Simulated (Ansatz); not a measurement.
A run for Ansatz (a quantum-chemistry and plane-wave program): R-CCSD(T)/def2-TZVPPD on FH5Sn (a complex), monomers drawn apart or pushed together. Elements past Kr take the def2 small-core potentials; no spin–orbit coupling. Files ending in .json are basis or fitting sets from the Basis Set Exchange. The run froze 10 orbitals, filled d shells among them.

Ansatz 0.2 input:
```yaml
crystal:
  periodic: [false, false, false]
  atoms:
    - {symbol: Sn, position_ang: [0.14919305, 0.27148969, 0.13691022]}
    - {symbol: H, position_ang: [-1.49090734, 0.31754174, -0.32031598]}
    - {symbol: H, position_ang: [0.34529275, -0.96304735, 1.32508418]}
    - {symbol: H, position_ang: [1.13871927, -0.15042624, -1.18625680]}
    - {symbol: H, position_ang: [0.64312129, 1.75223943, 0.81846569]}
    - {symbol: F, position_ang: [-0.97812165, -0.64898479, 3.38831417]}
    - {symbol: H, position_ang: [-0.44303681, -0.85544620, 2.65321778]}
basis:
  gaussian:
    orbitals: def2-TZVPPD.json
magnetization: {spin_polarized: false}
correlation: {method: ccsd_t, electrons: outside_noble_gas}
scf: {lower_state_search: off}
```

Output:

```
WARN ansatz: RAYON_NUM_THREADS=1 ignored (pool sized by the plan → 1); use --threads N
Functional definition: HF
these checks for a lower state are left out or cut short: stability, starts, cluster_reference, orbital_swaps, neighbouring_geometries, increment
integrals: 0.60 GiB planned
1203 factors; integrals over basis functions are off by at most 1.0e-3 eV
mean field: 0.48 GiB planned
mean field evaluation 1: about -8589.1065 eV, gradient 2.8e1 eV
mean field evaluation 2: about -8589.1286 eV, gradient 2.8e1 eV
mean field evaluation 4: about -8590.8241 eV, gradient 2.1e0 eV
mean field evaluation 8: about -8590.8493 eV, gradient 1.6e-1 eV
mean field -8590.84934595 eV, -315.7078903768 hartree, gradient 7.3e-7 eV, S^2 0.000000; 0 other end points of the search recorded, 0 dependent functions left out
10 core orbitals not correlated, not the lowest: weight in the atoms' cores, before any rotation towards them, 0.998 or more for the frozen orbitals, at most 0.001 for the correlated occupied ones
reference -8590.84934595 eV, -315.7078903768 hartree; 8, 8 occupied and 163, 163 virtual orbitals, 1203 factors
second order -11.05988914 eV of doubles, -0.00000000 eV of singles
coupled cluster: 1.88 GiB planned
cycle   1  -11.50029064 eV  change   -4.4e-1 eV  update   7.6e-2
cycle   2  -11.82365285 eV  change   -3.2e-1 eV  update   2.5e-2
cycle   3  -11.89144075 eV  change   -6.8e-2 eV  update   1.2e-2
cycle   4  -11.88280401 eV  change    8.6e-3 eV  update   2.5e-3
cycle   5  -11.88290945 eV  change   -1.1e-4 eV  update   9.4e-4
cycle   6  -11.88324207 eV  change   -3.3e-4 eV  update   2.6e-4
cycle   7  -11.88308351 eV  change    1.6e-4 eV  update   8.7e-5
cycle   8  -11.88305389 eV  change    3.0e-5 eV  update   2.5e-5
cycle   9  -11.88306254 eV  change   -8.6e-6 eV  update   9.7e-6
perturbative correction -0.29129661 eV, -0.0107049530 hartree
Total energy: -8603.02370510 eV, -316.1552898235 hartree
Checks for a lower state left out: stability, starts, cluster_reference, orbital_swaps, neighbouring_geometries, increment
```

The calculation finished and met its thresholds.

Cost: very roughly 26 core-seconds.
